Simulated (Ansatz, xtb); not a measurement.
**Relative energy of two structures of H5NSSiZn**

Structure a: a singlet given by its coordinates. Structure b: `[SiH3][NH][Zn][SH]`, a singlet. Both are isolated molecules in the gas phase, relaxed with PBE0-D3(BJ)/def2-SVP.

a (Å):

```yaml
atoms:
  - { symbol: N, position_ang: [-0.7362, -0.6730, 1.2629] }
  - { symbol: S, position_ang: [1.5583, 0.2833, -0.4948] }
  - { symbol: Si, position_ang: [-0.4816, 0.4986, -0.1062] }
  - { symbol: Zn, position_ang: [1.3782, -1.2259, 1.2276] }
  - { symbol: H, position_ang: [-1.3732, -1.4445, 1.0620] }
  - { symbol: H, position_ang: [-1.0444, -0.2548, 2.1413] }
  - { symbol: H, position_ang: [-0.9190, 1.8356, 0.3971] }
  - { symbol: H, position_ang: [-1.4088, 0.0773, -1.1994] }
  - { symbol: H, position_ang: [2.0235, -2.2664, 2.1801] }
```

Close contacts (Å): N1–Si3 1.82, N1–Zn4 2.19, S2–Si3 2.09, S2–Zn4 2.30, N1–H5 1.02, N1–H6 1.02, Si3–H7 1.49, Si3–H8 1.49, Zn4–H9 1.55.

b (Å):

```xyz
9

N    -0.9272    1.0903   -0.6519
S     1.7992    2.5662   -3.1591
Si   -1.2199    1.6561    0.9521
Zn    0.3099    1.7705   -1.8002
H    -0.9710    0.6274    2.0162
H    -2.6159    2.1621    1.1721
H    -0.2759    2.7968    1.1862
H    -1.4947    0.3094   -0.9715
H     0.9560    3.5053   -3.6458
```

**Question.** Estimate E(b) − E(a) at the level CCSD(T)/def2-SVP + ΔMP2/def2-TZVPP.

**Answer.** Calculated at CCSD(T)/def2-SVP + ΔMP2/def2-TZVPP: E(b) − E(a) = +0.684 eV, so structure a lies lower.

How the difference moves with the method:

| level | geometry | E(b) − E(a) (eV) | departure from the last row (eV) | job, with rough time for the two |
| --- | --- | --- | --- | --- |
| GFN2-xTB | GFN2-xTB | +1.368 | +0.684 | optimisation, 0.39 s |
| HF/STO-3G | GFN2-xTB | −0.877 | −1.561 | single point, 2.2 s |
| r2SCAN-D4/def2-SVP | GFN2-xTB | +0.999 | +0.316 | single point, 4.9 s |
| PBE0-D3(BJ)/def2-SVP | PBE0-D3(BJ)/def2-SVP | +0.946 | +0.262 | optimisation, 82 s |
| HF/def2-SVP | PBE0-D3(BJ)/def2-SVP | +0.729 | +0.045 | part of the CCSD(T) run |
| MP2/def2-SVP | PBE0-D3(BJ)/def2-SVP | +0.839 | +0.155 | part of the CCSD(T) run |
| CCSD(T)/def2-SVP | PBE0-D3(BJ)/def2-SVP | +0.813 | +0.129 | single point |
| CCSD(T)/def2-SVP + ΔMP2/def2-TZVPP | PBE0-D3(BJ)/def2-SVP | +0.684 |  | single point, 37 s |

HF/STO-3G puts the two in the other order. The largest departure from CCSD(T)/def2-SVP + ΔMP2/def2-TZVPP is that of HF/STO-3G, 1.561 eV. The last row adds to CCSD(T) the change of the MP2 difference between the two basis sets, here −0.129 eV.

With harmonic frequencies from PBE0-D3(BJ)/def2-SVP (ideal gas, rigid rotor, one conformer each, 1000 K, 1 atm): on the last row, ΔE + ΔZPE = +0.590 eV. A mode under 50 cm⁻¹ makes harmonic enthalpies and free energies unreliable, so none is given.

The correlated steps freeze 16 core orbitals; the last core shell of Zn is correlated, in a basis made for valence electrons. Programs: Ansatz 0.2.0, xtb 6.7.1; the last row on 2 threads of Arm Neoverse V1 on a shared host.
